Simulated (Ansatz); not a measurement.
GeI₂, relaxed as a triplet with UKS B3LYP-D4/def2-TZVP in Ansatz, starting from the B3LYP-D4/def2-TZVP geometry of the neutral singlet. Force threshold 0.02 eV/Å.

In the def2 sets I takes a core potential; there is no spin–orbit coupling. The relaxation made no stability test and no search for a lower SCF solution. At B3LYP-D4/def2-TZVP a singlet of charge 0 lies 2.05 eV below the triplet, each at its own geometry. The structure comes from a short search, and lower isomers may exist.

Start:

```xyz
3

Ge    0.6139   -0.4027    0.7852
I    -1.0640   -1.6367   -0.7433
I     0.4500    2.0393   -0.0420
```

**Question.** Estimate the energy that the relaxation releases and the steps that it takes.

**Answer.** 0.12 eV, in 4 steps; 12 s on 4 threads of Arm Neoverse V2 on a shared host. No frequencies were taken in this run, so the end may be a saddle point.

**Question.** Does the start keep its bonding and symmetry?

**Answer.** By distances, no bond broke or formed. The bond that changes most is Ge1–I3, from 2.58 to 2.56 Å (atoms count from 1). Point group C2v at the start, C2v at the end, both within 0.05 Å.

**Question.** Predict the relaxed structure.

**Answer.** 
```xyz
3

Ge    0.4852   -0.3182    0.6206
I    -1.0766   -1.8658   -0.6966
I     0.5914    2.1840    0.0760
```
Bond lengths: 2 × Ge–I 2.56 Å.
